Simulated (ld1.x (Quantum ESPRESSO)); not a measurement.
u(r) = r·R(r): atom against pseudo-atom (lithium (Li))

Columns: radius, all-electron u(r) and pseudo u(r) of the 2p shell (level -1.09 eV) of lithium in the configuration 1s2 2s1 2p0; PBE, scalar-relativistic, TM scheme, ld1.x (Quantum ESPRESSO) 7.5.

```json
{"r (bohr)": "0.210", "all-electron": "0.0155", "pseudo": "0.0063"}
{"r (bohr)": "0.420", "all-electron": "0.0482", "pseudo": "0.0245"}
{"r (bohr)": "0.630", "all-electron": "0.0870", "pseudo": "0.0535"}
{"r (bohr)": "0.840", "all-electron": "0.1272", "pseudo": "0.0909"}
{"r (bohr)": "1.050", "all-electron": "0.1667", "pseudo": "0.1341"}
{"r (bohr)": "1.260", "all-electron": "0.2042", "pseudo": "0.1799"}
{"r (bohr)": "1.470", "all-electron": "0.2389", "pseudo": "0.2254"}
{"r (bohr)": "1.680", "all-electron": "0.2705", "pseudo": "0.2680"}
{"r (bohr)": "1.890", "all-electron": "0.2998", "pseudo": "0.3058"}
{"r (bohr)": "2.100", "all-electron": "0.3274", "pseudo": "0.3378"}
{"r (bohr)": "2.310", "all-electron": "0.3522", "pseudo": "0.3638"}
{"r (bohr)": "2.520", "all-electron": "0.3738", "pseudo": "0.3842"}
{"r (bohr)": "2.730", "all-electron": "0.3920", "pseudo": "0.4000"}
{"r (bohr)": "2.940", "all-electron": "0.4067", "pseudo": "0.4120"}
{"r (bohr)": "3.150", "all-electron": "0.4180", "pseudo": "0.4209"}
{"r (bohr)": "3.360", "all-electron": "0.4261", "pseudo": "0.4273"}
{"r (bohr)": "3.570", "all-electron": "0.4310", "pseudo": "0.4314"}
{"r (bohr)": "3.780", "all-electron": "0.4331", "pseudo": "0.4331"}
{"r (bohr)": "3.990", "all-electron": "0.4325", "pseudo": "0.4325"}
{"r (bohr)": "4.200", "all-electron": "0.4297", "pseudo": "0.4297"}
{"r (bohr)": "4.410", "all-electron": "0.4248", "pseudo": "0.4248"}
{"r (bohr)": "4.620", "all-electron": "0.4183", "pseudo": "0.4183"}
{"r (bohr)": "4.830", "all-electron": "0.4104", "pseudo": "0.4104"}
{"r (bohr)": "5.040", "all-electron": "0.4013", "pseudo": "0.4013"}
{"r (bohr)": "5.250", "all-electron": "0.3914", "pseudo": "0.3914"}
{"r (bohr)": "5.460", "all-electron": "0.3808", "pseudo": "0.3808"}
```

Task: How many radial nodes do the two functions have?

Result: The all-electron 2p function has n − l − 1 = 0; the pseudo-wave has 0.

Task: At about which radius was the pseudo-wave matched?

Result: 4.20 bohr. The columns agree to 0.0005 from 3.57 bohr on; several derivatives are matched, so the curves merge somewhat inside the radius.

Task: Where does each function peak?

Result: Outermost all-electron maximum near 3.78 bohr, pseudo maximum near 3.78 bohr (to the table’s step).

Task: Is the pseudo-wave norm-conserving?

Result: Yes: the TM scheme keeps the norm inside the radius equal to the all-electron one, which fixes the energy derivative of the logarithmic derivative at the level.
